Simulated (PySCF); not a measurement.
**Spinor energies of B (boron, neutral)**

Start: [He] 2s1 2p2; 2s1/2 filled at m_j = +1/2; 2p3/2 filled at m_j = +1/2, +3/2. Calculated with PySCF 2.14 in x2c-TZVPall-2c (5s3p2d1f, 31 functions): generalised Hartree-Fock with the X2C-1e Hamiltonian and a Gaussian nucleus; one run each with spin-orbit coupling (SO) switched off, then screened by Boettger's factors. This is a chosen level, not necessarily the ground level.

```
spinor shell  electrons  ε, spin-free (eV)  ε, screened SO (eV)  weight of nominal j (screened SO)  rms radius, screened SO (bohr)
       1s1/2          2            -208.95              -208.96                              1.000                           0.379
       2s1/2          1            -17.489              -17.489                              0.999                            2.08
       2p3/2          2             -9.660               -9.660                              0.833                            2.36
```

| quantity | spin-free | screened SO |
| --- | --- | --- |
| E (hartree) | -24.45696 | -24.45693 |
| M_J | 5/2 | 5/2 |
| ⟨J²⟩ | 8.753 | 8.753 |
| ⟨L²⟩ | 2.003 | 2.003 |
| ⟨S²⟩ | 3.750 | 3.750 |

Each row is a mean over spinors that exchange with the open shell spreads, by up to 1.987 eV (1s1/2).

Rows whose weight is well below 1 are mixtures of j = l ± 1/2: exchange outweighs spin-orbit coupling there, and the label is only the starting occupation.

Without spin-orbit coupling the j labels of p, d and f shells carry no meaning; the spin-free column gives the mean over the occupied spinors of each nl shell.
